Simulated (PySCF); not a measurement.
# I⁺ (iodine, charge +1) across methods

[Kr] 4d10 5s1 5p5, high-spin 3P determinant (an excited configuration). Calculation: PySCF 2.14, in x2c-QZVPPall; the spin-free X2C one-electron Hamiltonian (Gaussian nucleus). The B2PLYP total includes its PT2 part (frozen core); its orbital energies are those of the SCF part.

```
 method  E (hartree)  mean ε 5s α (eV)  mean ε 5p α (eV)  mean ε 5p β (eV)  Σ⟨r²⟩ (bohr²)   ⟨S²⟩
   PBE0     -7114.52           -29.989           -17.980           -16.023          51.54  2.005
 B2PLYP     -7114.18           -32.159           -19.109           -16.581          51.95  2.007
r2SCANh     -7114.87           -29.430           -17.584           -15.585          51.53  2.009
    PBE     -7114.45           -27.677           -16.584           -15.157          51.51  2.004
    UHF  -7111.96218           -36.010           -21.344           -17.371          52.46  2.017
    LDA     -7108.37           -27.865           -16.681           -15.369          51.39  2.002
 r2SCAN     -7114.88           -28.609           -17.088           -15.259          51.51  2.009
   PW91     -7115.44           -27.749           -16.631           -15.225          51.49  2.004
```
